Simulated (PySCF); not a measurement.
Species: C₄H₁₁B.
Bonds: C1–B2, B2–C3, C3–C4, C4–C5. Hydrogens: H6, H7, H8 on C1; H9 on B2; H10, H11 on C3; H12, H13 on C4; H14, H15, H16 on C5.

Level of theory: PBE0-D3(BJ)/def2-SVP geometry optimisation, gas phase (PySCF 2.14.0).

List the bond lengths, angles and torsions at this level.

```json
{"bond": "C1–B2", "length (Å)": "1.563", "order": "single"}
{"bond": "B2–C3", "length (Å)": "1.567", "order": "single"}
{"bond": "C3–C4", "length (Å)": "1.524", "order": "single"}
{"bond": "C4–C5", "length (Å)": "1.521", "order": "single"}
{"bond": "C1–H6, C1–H7", "length (Å)": "1.101", "order": "single"}
{"bond": "C1–H8", "length (Å)": "1.109", "order": "single"}
{"bond": "B2–H9", "length (Å)": "1.218", "order": "single"}
{"bond": "C3–H10, C3–H11", "length (Å)": "1.110", "order": "single"}
{"bond": "C4–H12, C4–H13", "length (Å)": "1.104", "order": "single"}
{"bond": "C5–H14, C5–H15, C5–H16", "length (Å)": "1.102", "order": "single"}
```

Bonds in one row agree within 0.01 Å and their mean is given. Orders are formal, as drawn. A selection of angles:
```json
{"angle": "B2–C1–H6", "degrees": "113.2"}
{"angle": "B2–C1–H7", "degrees": "115.8"}
{"angle": "B2–C1–H8", "degrees": "104.9"}
{"angle": "H6–C1–H7", "degrees": "110.0"}
{"angle": "H6–C1–H8", "degrees": "105.0"}
{"angle": "H7–C1–H8", "degrees": "107.0"}
{"angle": "C1–B2–C3", "degrees": "125.3"}
{"angle": "C1–B2–H9", "degrees": "117.9"}
{"angle": "C3–B2–H9", "degrees": "116.8"}
{"angle": "B2–C3–C4", "degrees": "119.4"}
{"angle": "B2–C3–H10", "degrees": "105.2"}
{"angle": "B2–C3–H11", "degrees": "107.3"}
{"angle": "C4–C3–H10", "degrees": "110.5"}
{"angle": "C4–C3–H11", "degrees": "110.8"}
{"angle": "H10–C3–H11", "degrees": "102.2"}
{"angle": "C3–C4–C5", "degrees": "113.8"}
{"angle": "C3–C4–H12", "degrees": "109.4"}
{"angle": "C5–C4–H12", "degrees": "109.4"}
{"angle": "H12–C4–H13", "degrees": "105.3"}
{"angle": "C4–C5–H14", "degrees": "111.9"}
{"angle": "H14–C5–H15", "degrees": "107.6"}
```

Torsions: C1–B2–C3–C4 -2° (synperiplanar); B2–C3–C4–C5 180° (antiperiplanar). The mirror-image conformer, all signs reversed, is as good.

The 5 heavy atoms lie in one plane (0.006 Å rms). Of the pairs four or more bonds apart, C4···H7 is among the closest relative to their van der Waals radii: 2.88 Å, 99 % of the sum of Bondi's values. B2 (three-coordinate boron) is planar (angles 125.3°, 117.9° and 116.8°, sum 360.0°, 0.02 Å off the plane of its three neighbours).

Not checked by PBE0-D3(BJ)/def2-SVP frequencies. The numbers are those of one conformer.

On one thread, Arm Neoverse V1 (aarch64), no GPU (shared host), this took 50 s wall and 0.49 GiB of memory at its peak. This is the geometry optimisation.
